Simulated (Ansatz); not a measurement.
Level of theory: r2SCAN-D4/def2-SVP (Ansatz, a first-principles code). No frequencies were computed at this level.

Ansatz 0.2 input:
```yaml
crystal:
  periodic: [false, false, false]
  atoms:
    - { symbol: Ti, position_ang: [-0.028029, 0.061153, -0.008303] }
    - { symbol: F, position_ang: [-0.477306, -1.60798, 0.107089] }
    - { symbol: F, position_ang: [-0.982111, 1.119002, 0.976435] }
    - { symbol: N, position_ang: [-0.14142, 0.522715, -1.784233] }
    - { symbol: H, position_ang: [-0.08367, 1.454549, -2.193849] }
    - { symbol: H, position_ang: [-0.451353, -0.133752, -2.5022] }
    - { symbol: N, position_ang: [1.725826, 0.300832, 0.487837] }
    - { symbol: H, position_ang: [1.966779, 0.466176, 1.466734] }
    - { symbol: H, position_ang: [2.585793, 0.212488, -0.049213] }
basis:
  gaussian: { orbitals: def2-svp }
hamiltonian:
  xc: r2scan
  dispersion: d4
relax:
  max_steps: 150
```

Output:

```
Functional definition: r2SCAN
1252 factors; their error is unknown
mean field evaluation 1: about -31568.7361 eV, gradient 9.6e1 eV
mean field evaluation 2: about -31267.8962 eV, gradient 3.9e2 eV
mean field evaluation 4: about -31582.7476 eV, gradient 4.1e1 eV
mean field evaluation 8: about -31586.1819 eV, gradient 3.7e-1 eV
mean field evaluation 16: about -31586.1354 eV, gradient 2.2e-4 eV
mean field -31586.13543274 eV, -1160.7690673015 hartree, gradient 5.1e-5 eV, S^2 0.000000; 0 other end points of the search recorded, 0 dependent functions left out
reference -31586.13547733 eV, -1160.7690689404 hartree; 29, 29 occupied and 78, 78 virtual orbitals, 1252 factors
relax step   1: F+E_penalty+E_count = -31586.17811837 eV  Δ(F+E_penalty+E_count) = +0.000e0 eV  max|allowed force component| = 9.758e-1 eV/Å  Δτ_max = 0.0000 Å  (30 SCF iters, accepted)
these checks for a lower state are left out or cut short: starts, cluster_reference, orbital_swaps, neighbouring_geometries, increment
1252 factors; their error is unknown
mean field -31586.19838817 eV, -1160.7713808708 hartree, gradient 2.4e-5 eV, S^2 0.000000; 0 other end points of the search recorded, 0 dependent functions left out
reference -31586.19843293 eV, -1160.7713825158 hartree; 29, 29 occupied and 78, 78 virtual orbitals, 1252 factors
relax step   2: F+E_penalty+E_count = -31586.24069243 eV  Δ(F+E_penalty+E_count) = -6.257e-2 eV  max|allowed force component| = 3.291e-1 eV/Å  Δτ_max = 0.0545 Å  (33 SCF iters, accepted)
these checks for a lower state are left out or cut short: starts, cluster_reference, orbital_swaps, neighbouring_geometries, increment
1252 factors; their error is unknown
mean field evaluation 32: about -31586.2138 eV, gradient 6.4e-6 eV
mean field -31586.21382455 eV, -1160.7719481476 hartree, gradient 6.4e-6 eV, S^2 0.000000; 0 other end points of the search recorded, 0 dependent functions left out
reference -31586.21386938 eV, -1160.7719497952 hartree; 29, 29 occupied and 78, 78 virtual orbitals, 1252 factors
relax step   3: F+E_penalty+E_count = -31586.25595074 eV  Δ(F+E_penalty+E_count) = -1.526e-2 eV  max|allowed force component| = 1.406e-1 eV/Å  Δτ_max = 0.0776 Å  (32 SCF iters, accepted)
these checks for a lower state are left out or cut short: starts, cluster_reference, orbital_swaps, neighbouring_geometries, increment
1252 factors; their error is unknown
mean field -31586.21361173 eV, -1160.7719403267 hartree, gradient 1.7e-5 eV, S^2 0.000000; 0 other end points of the search recorded, 0 dependent functions left out
reference -31586.21365677 eV, -1160.7719419818 hartree; 29, 29 occupied and 78, 78 virtual orbitals, 1252 factors
relax step   4: F+E_penalty+E_count = -31586.25589730 eV  Δ(F+E_penalty+E_count) = +5.344e-5 eV  max|allowed force component| = 5.353e-1 eV/Å  Δτ_max = 0.2000 Å  (38 SCF iters, rejected (line search))
these checks for a lower state are left out or cut short: starts, cluster_reference, orbital_swaps, neighbouring_geometries, increment
1252 factors; their error is unknown
mean field -31586.22474238 eV, -1160.7723493703 hartree, gradient 1.6e-5 eV, S^2 0.000000; 0 other end points of the search recorded, 0 dependent functions left out
reference -31586.22478729 eV, -1160.7723510207 hartree; 29, 29 occupied and 78, 78 virtual orbitals, 1252 factors
relax step   5: F+E_penalty+E_count = -31586.26691461 eV  Δ(F+E_penalty+E_count) = -1.096e-2 eV  max|allowed force component| = 8.532e-2 eV/Å  Δτ_max = 0.0975 Å  (32 SCF iters, accepted)
these checks for a lower state are left out or cut short: starts, cluster_reference, orbital_swaps, neighbouring_geometries, increment
1252 factors; their error is unknown
mean field -31586.23160102 eV, -1160.7726014206 hartree, gradient 1.1e-5 eV, S^2 0.000000; 0 other end points of the search recorded, 0 dependent functions left out
reference -31586.23164595 eV, -1160.7726030719 hartree; 29, 29 occupied and 78, 78 virtual orbitals, 1252 factors
relax step   6: F+E_penalty+E_count = -31586.27379069 eV  Δ(F+E_penalty+E_count) = -6.876e-3 eV  max|allowed force component| = 4.228e-2 eV/Å  Δτ_max = 0.1000 Å  (32 SCF iters, accepted)
these checks for a lower state are left out or cut short: starts, cluster_reference, orbital_swaps, neighbouring_geometries, increment
1252 factors; their error is unknown
mean field -31586.23426035 eV, -1160.7726991495 hartree, gradient 8.7e-6 eV, S^2 0.000000; 0 other end points of the search recorded, 0 dependent functions left out
reference -31586.23430530 eV, -1160.7727008010 hartree; 29, 29 occupied and 78, 78 virtual orbitals, 1252 factors
relax step   7: F+E_penalty+E_count = -31586.27647660 eV  Δ(F+E_penalty+E_count) = -2.686e-3 eV  max|allowed force component| = 7.148e-2 eV/Å  Δτ_max = 0.0917 Å  (32 SCF iters, accepted)
these checks for a lower state are left out or cut short: starts, cluster_reference, orbital_swaps, neighbouring_geometries, increment
1252 factors; their error is unknown
mean field evaluation 64: about -31586.2341 eV, gradient 1.8e-1 eV
mean field -31586.23411077 eV, -1160.7726936525 hartree, gradient 1.6e-5 eV, S^2 0.000000; 0 other end points of the search recorded, 0 dependent functions left out
reference -31586.23415574 eV, -1160.7726953049 hartree; 29, 29 occupied and 78, 78 virtual orbitals, 1252 factors
relax step   8: F+E_penalty+E_count = -31586.27631304 eV  Δ(F+E_penalty+E_count) = +1.636e-4 eV  max|allowed force component| = 7.404e-2 eV/Å  Δτ_max = 0.0351 Å  (33 SCF iters, rejected (line search))
these checks for a lower state are left out or cut short: starts, cluster_reference, orbital_swaps, neighbouring_geometries, increment
1252 factors; their error is unknown
mean field -31586.23461526 eV, -1160.7727121922 hartree, gradient 1.7e-5 eV, S^2 0.000000; 0 other end points of the search recorded, 0 dependent functions left out
reference -31586.23466022 eV, -1160.7727138444 hartree; 29, 29 occupied and 78, 78 virtual orbitals, 1252 factors
relax step   9: F+E_penalty+E_count = -31586.27681188 eV  Δ(F+E_penalty+E_count) = -3.353e-4 eV  max|allowed force component| = 1.083e-2 eV/Å  Δτ_max = 0.0176 Å  (33 SCF iters, accepted)
these checks for a lower state are left out or cut short: starts, cluster_reference, orbital_swaps, neighbouring_geometries, increment
1252 factors; their error is unknown
mean field -31586.23461964 eV, -1160.7727123529 hartree, gradient 1.7e-5 eV, S^2 0.000000; 0 other end points of the search recorded, 0 dependent functions left out
reference -31586.23466460 eV, -1160.7727140052 hartree; 29, 29 occupied and 78, 78 virtual orbitals, 1252 factors
relax step  10: F+E_penalty+E_count = -31586.27682300 eV  Δ(F+E_penalty+E_count) = -1.112e-5 eV  max|allowed force component| = 9.584e-3 eV/Å  Δτ_max = 0.0065 Å  (34 SCF iters, accepted)
1252 factors; their error is unknown
mean field evaluation 96: about -31586.2346 eV, gradient 1.7e-1 eV
mean field -31586.23461964 eV, -1160.7727123529 hartree, gradient 1.8e-5 eV, S^2 0.000000; 1 other end points of the search recorded, 0 dependent functions left out
reference -31586.23466460 eV, -1160.7727140052 hartree; 29, 29 occupied and 78, 78 virtual orbitals, 1252 factors
Total energy: -31586.27686796 eV, -1160.7742649502 hartree
Atom 0 at    -0.045188     0.101491    -0.005260 Å, force     0.003529    -0.001606     0.009584 eV/Å
Atom 1 at    -0.586995    -1.549110     0.283648 Å, force    -0.002287    -0.004008     0.000788 eV/Å
Atom 2 at    -1.000188     1.240534     0.939298 Å, force    -0.003149     0.002543     0.001993 eV/Å
Atom 3 at    -0.127496     0.514796    -1.819373 Å, force    -0.003679    -0.000495     0.000166 eV/Å
Atom 4 at    -0.355535     1.435717    -2.193294 Å, force     0.001983    -0.001265    -0.005094 eV/Å
Atom 5 at    -0.121653    -0.174325    -2.571030 Å, force     0.002013     0.003953    -0.003619 eV/Å
Atom 6 at     1.748503     0.248950     0.500826 Å, force     0.008441     0.002877    -0.006949 eV/Å
Atom 7 at     2.065740     0.074084     1.454403 Å, force    -0.003095    -0.001498     0.003247 eV/Å
Atom 8 at     2.537321     0.503046    -0.088921 Å, force    -0.003757    -0.000501    -0.000116 eV/Å
Dipole moment:     0.405663     0.162099    -0.432830 e Å
```

Cost: around 60 core-seconds (rough).
